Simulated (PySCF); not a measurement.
**Potassium: a sound run and one with changed settings**

Sound run: K⁺ [Ar], K²⁺ [Ne] 3s2 3p5. All numbers are calculated (PySCF 2.14, the non-relativistic Hamiltonian (point nucleus), in pcseg-2 (6s4p3d, 33 functions)). In the sound run the correlated levels freeze [Ne] 3s2. The sound run starts from symmetry-adapted Hartree-Fock orbitals and uses a fine grid where one is needed.

Changed run: the spin-free X2C one-electron Hamiltonian (Gaussian nucleus). This setting is unsound on purpose.

```
species   method  sound run (hartree)  changed run (hartree)  converged
     K⁺      UHF           -599.00291             -601.01424        yes
     K⁺     BP86           -599.81347             -601.82324        yes
     K⁺      PBE           -599.54320             -601.55290        yes
     K⁺      MP2           -599.12510             -601.13621        yes
     K⁺  CCSD(T)           -599.14101             -601.15202        yes
    K²⁺      UHF           -597.88471             -599.89527        yes
    K²⁺     BP86           -598.64854             -600.65774        yes
    K²⁺      PBE           -598.38137             -600.39047        yes
    K²⁺      MP2           -597.96584             -599.97627        yes
    K²⁺  CCSD(T)           -597.98218             -599.99250        yes
```

Ionisation energy of K⁺:

```tsv
method	sound run (eV)	changed run (eV)
UHF	30.428	30.449
BP86	31.699	31.715
PBE	31.615	31.631
MP2	31.545	31.564
SCS-MP2	31.482	31.500
CCSD	31.513	31.532
CCSD(T)	31.533	31.552
```

Most of the change in total energy is the relativistic energy itself. On top of that the contraction fixes the core shape for the Hamiltonian it was made with, so the changed run is not a good calculation with the other Hamiltonian either.

For comparison, NIST gives 31.625 eV between the lowest levels.
